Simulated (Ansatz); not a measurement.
Reaction (formal exchange of groups at the Sn–O bond): `[OH][Sn]([OH])([OH])[F]` + CH₄ → `[CH3][Sn]([OH])([OH])[F]` + H₂O

Computed with Ansatz on PBE0-D4/def2-TZVP structures; ΔE is electronic, products minus reactants. CCSD(T)/CBS is the MP2 limit (def2-TZVPP, def2-QZVPP) plus CCSD(T) − MP2 in def2-TZVPP, frozen cores. This one scheme is used for every species. DFT in def2-TZVPP. B3LYP here is the variant with VWN-RPA as its local correlation; programs differ in this. def2 core potentials past Kr. For Sn outer-core shells are correlated without core-valence functions, which leaves a few kJ/mol of doubt a bond. Each species was taken in one conformer, which may not be the lowest.

```json
{"level": "revPBE-D4", "ΔE (kJ/mol)": "20.9"}
{"level": "r2SCAN-D4", "ΔE (kJ/mol)": "25.9"}
{"level": "r2SCANh-D4", "ΔE (kJ/mol)": "23.6"}
{"level": "ωB97X-V", "ΔE (kJ/mol)": "23.7"}
{"level": "B3LYP", "ΔE (kJ/mol)": "25.3"}
{"level": "MP2/def2-TZVPP", "ΔE (kJ/mol)": "17.3"}
{"level": "CCSD/def2-TZVPP", "ΔE (kJ/mol)": "18.8"}
{"level": "MP2/def2-QZVPP", "ΔE (kJ/mol)": "16.8"}
```

Q: What does CCSD(T)/CBS give? (An estimate is asked.)

A: Ansatz gave: +17.7 kJ/mol. The listed levels differ from it by 3.2, 8.2, 5.9, 6.0, 7.6, -0.4, 1.1, -0.9 kJ/mol.

Largest T1 diagnostic among the species: 0.015.

From BLYP to BHLYP (50 % exact exchange), in def2-TZVPP and without D4, ΔE moves by −3.5 kJ/mol. In def2-TZVPP, CCSD(T) changes the Hartree–Fock value by −12.2 kJ/mol (the triples alone add +0.4 kJ/mol) and MP2 by −14.1 kJ/mol. Leaving LDA and LC-ωPBE aside and taking each functional with its dispersion term where it has one, the values, not all of them listed here, spread over 16.9 kJ/mol, from PBE0-D4 to B97M-V. LDA lies −7.5 kJ/mol from PBE without D4.
